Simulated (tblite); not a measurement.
Compound: C₆H₇FNOP.
Geometry (GFN2-xTB, Å), atoms numbered from 1 in this order:
```
atom  x, y, z in Å
C1    -3.0643   -0.3719    0.1927
C2    -1.6833    0.1411    0.2608
C3    -0.9781    1.2613    0.0285
F4    -1.2418    2.4868   -0.4001
P5     0.0640   -0.0091    0.7533
O6     0.5788   -0.0265    2.1237
C7     1.1268   -0.8934   -0.4637
C8     2.5387   -0.3465   -0.2477
C9     2.4954    1.0893   -0.3792
N10    2.4272    2.2238   -0.4967
H11   -3.7478    0.4301   -0.0815
H12   -3.1362   -1.1715   -0.5446
H13   -3.3579   -0.7819    1.1582
H14    0.7637   -0.7110   -1.4741
H15    1.0855   -1.9632   -0.2443
H16    2.8719   -0.5793    0.7688
H17    3.2504   -0.7661   -0.9641
```

Method: GFN2-xTB as coded in tblite; computed harmonic values from a numerical Hessian at the method's own geometry, unscaled. Against measured fundamentals such values can be off by several per cent, at times by over 20. One conformer, not necessarily the lowest.

Harmonic wavenumbers (cm⁻¹): 34.9, 50.3, 91.2, 95.9, 121.7, 182.2, 185.9, 210.8, 254.4, 296.8, 335.1, 373.4, 380.2, 453.6, 536.2, 612.7, 676.3, 726.7, 783.2, 914.0, 930.6, 938.2, 1011.3, 1043.6, 1073.3, 1077.5, 1125.6, 1224.0, 1226.6, 1282.9, 1293.7, 1382.4, 1404.0, 1414.3, 1448.0, 1458.0, 1743.6, 2412.1, 2950.9, 2956.5, 2966.4, 2999.3, 3000.5, 3017.4, 3022.1.

A = 1714, B = 877.9, C = 705.7 MHz; mass 159.025 u (most abundant isotopes); point group C1, symmetry number 1.

Question: Zero-point energy?

Answer: ½Σν̃ = 25859 cm⁻¹ = 73.94 kcal/mol.

Question: What is S at 273.15 K and 1 bar for an ideal gas of classical rigid rotors and harmonic oscillators?

Answer: Translation 40.69, rotation 29.83, vibration 34.41: S = 104.9 cal/(mol K).

Question: And Cp and H(273.15 K) − H(0)?

Answer: Cp = 39.22 cal/(mol K), of which vibrations give 31.27 (their classical limit is 45 R = 89.4); H(273.15 K) − H(0) = 6.92 kcal/mol without the zero-point energy, 4.75 from vibrations.

Question: What must be added to the electronic energy to get the Gibbs energy at 273.15 K and 1 bar?

Answer: ZPE + [H(273.15 K) − H(0)] − T·S = 73.94 + 6.92 − 28.66 = 52.20 kcal/mol.

Question: How do the functions run with temperature in this model?

Answer: 
```
T (K)  S (cal/(mol K))  Cp (cal/(mol K))  H − H(0) (kcal/mol)  G − H(0) (kcal/mol)  ln q(vib)
  100             74.9              22.4                 1.51                -5.98       2.64
  200             93.8              32.7                 4.29               -14.47       6.16
  300            108.7              41.6                 8.00               -24.61       9.42
  500            133.7              56.6                17.90               -48.93      15.34
  800            163.6              70.8                37.20               -93.72      23.16
 1000            180.1              76.8                51.99              -128.13      27.80
```

q(vib) and H(0) count from the zero-point level.

Hindered rotation and anharmonicity are outside this model. Other conformers, if any are populated, would add a mixing term that is left out. The structure is chiral; the term R ln 2 for an equal mix with its mirror image is left out.
